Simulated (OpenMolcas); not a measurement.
# F3+: terms and fine structure

```
Program             : OpenMolcas
Method              : XMS-RASPT2, IPEA 0.25 Eh, imaginary shift 0.1 Eh (closed shells correlated: 1s)
Basis               : ANO-RCC-VTZP [4s3p2d1f]
Scalar Hamiltonian  : DKH2, point nucleus
Active space        : 4 electrons in 9 orbitals (RAS2 2s 2p; RAS3 3d, at most 2 electrons)
State averaging     : 2S+1 = 3 even, 3 roots; 2S+1 = 1 even, 6 roots; 2S+1 = 5 odd, 1 root; 2S+1 = 3 odd, 9 roots; 2S+1 = 1 odd, 8 roots
Spin-orbit coupling : RASSI with atomic mean-field integrals over the reference wave functions, term energies averaged over their components
```

Spin-free terms above the lowest, with the occupations of the reference:

| Configuration | Term | E (cm⁻¹) | Occupations |
| --- | --- | --- | --- |
| 2s² 2p² | ³P | 0.0 | 2s 1.96 2p 2.03 3d 0.01 |
| 2s² 2p² | ¹D | 25520 | 2s 1.96 2p 2.03 3d 0.01 |
| 2s² 2p² | ¹S | 54620 | 2s 1.88 2p 2.11 3d 0.01 |
| 2s 2p³ | ⁵S° | 72990 | 2s 1.00 2p 3.00 |
| 2s 2p³ | ³D° | 148320 | 2s 1.00 2p 2.98 3d 0.01 |
| 2s 2p³ | ³P° | 176460 | 2s 1.00 2p 2.98 3d 0.01 |
| 2s 2p³ | ¹D° | 230580 | 2s 1.00 2p 2.98 3d 0.02 |
| 2s 2p³ | ³S° | 239880 | 2s 0.98 2p 3.00 3d 0.02 |
| 2s 2p³ | ¹P° | 260160 | 2s 1.00 2p 2.99 3d 0.02 |

With spin-orbit coupling, above the lowest level:

```json
{"Configuration": "2s² 2p²", "Term": "³P", "J": "0", "E (cm⁻¹)": "0.0", "Measured (cm⁻¹)": "0.0", "g": "", "Term weight %": "100"}
{"Configuration": "2s² 2p²", "Term": "³P", "J": "1", "E (cm⁻¹)": "223", "Measured (cm⁻¹)": "225", "g": "1.501", "Term weight %": "100"}
{"Configuration": "2s² 2p²", "Term": "³P", "J": "2", "E (cm⁻¹)": "652", "Measured (cm⁻¹)": "613", "g": "1.501", "Term weight %": "100"}
{"Configuration": "2s² 2p²", "Term": "¹D", "J": "2", "E (cm⁻¹)": "25960", "Measured (cm⁻¹)": "25241", "g": "1.000", "Term weight %": "100"}
{"Configuration": "2s² 2p²", "Term": "¹S", "J": "0", "E (cm⁻¹)": "55060", "Measured (cm⁻¹)": "53544", "g": "", "Term weight %": "100"}
{"Configuration": "2s 2p³", "Term": "⁵S°", "J": "2", "E (cm⁻¹)": "73420", "Measured (cm⁻¹)": "", "g": "2.002", "Term weight %": "100"}
{"Configuration": "2s 2p³", "Term": "³D°", "J": "1", "E (cm⁻¹)": "148750", "Measured (cm⁻¹)": "147902", "g": "0.499", "Term weight %": "100"}
{"Configuration": "2s 2p³", "Term": "³D°", "J": "2", "E (cm⁻¹)": "148750", "Measured (cm⁻¹)": "147889", "g": "1.167", "Term weight %": "100"}
{"Configuration": "2s 2p³", "Term": "³D°", "J": "3", "E (cm⁻¹)": "148760", "Measured (cm⁻¹)": "147842", "g": "1.334", "Term weight %": "100"}
{"Configuration": "2s 2p³", "Term": "³P°", "J": "0", "E (cm⁻¹)": "176900", "Measured (cm⁻¹)": "", "g": "", "Term weight %": "100"}
{"Configuration": "2s 2p³", "Term": "³P°", "J": "1", "E (cm⁻¹)": "176900", "Measured (cm⁻¹)": "175242", "g": "1.501", "Term weight %": "100"}
{"Configuration": "2s 2p³", "Term": "³P°", "J": "2", "E (cm⁻¹)": "176900", "Measured (cm⁻¹)": "175237", "g": "1.501", "Term weight %": "100"}
{"Configuration": "2s 2p³", "Term": "¹D°", "J": "2", "E (cm⁻¹)": "231020", "Measured (cm⁻¹)": "", "g": "1.000", "Term weight %": "100"}
{"Configuration": "2s 2p³", "Term": "³S°", "J": "1", "E (cm⁻¹)": "240310", "Measured (cm⁻¹)": "", "g": "2.002", "Term weight %": "100"}
{"Configuration": "2s 2p³", "Term": "¹P°", "J": "1", "E (cm⁻¹)": "260610", "Measured (cm⁻¹)": "257390", "g": "1.000", "Term weight %": "100"}
```

Against the 10 measured excited levels shown (Moore, Atomic Energy Levels, vol. I, NSRDS-NBS 35 (1971 reprint of NBS Circular 467, 1949)) the mean absolute deviation is 1100 cm-1; the largest miss in energy is 2s 2p³ ¹P°₁: computed 260610, measured 257390 cm⁻¹ (+1.3 %), and the largest in proportion 2s² 2p² ³P₂ (+6.3 %).

Spin-orbit coupling puts the lowest level 440 cm⁻¹ below the lowest spin-free term.

For ³P the intervals divided by the larger J are 223.2, 214.5 cm-1. Landé's interval rule makes them equal in pure LS coupling; they differ by 4 % of their mean. The multiplet is regular.

CASPT2 breaks the degeneracy within a term, and the mean is taken; among the terms shown or strongly mixed into the levels shown the widest spread is 38 cm-1 (2s 2p³ ³D°). Active for correlation alone: 3d; no level in the range computed is led by a configuration that fills it, so any true level of that kind is missing. Measured partners are found by configuration, term and J. A level has none where our copy of the source lacks it or the pairing is in doubt (some pairs that miss far off the trend of their configuration count as doubtful), and it then counts in no deviation. Only configurations of the active space appear. The first state left out of the spin-orbit step lies near 350000 cm-1 above the lowest spin-free state of the reference (among the parities and spins computed), and the list stops at four fifths of that energy or lower.

The term weight is that of the spin-free term in the level, not the purity of its configuration. ° marks odd parity.
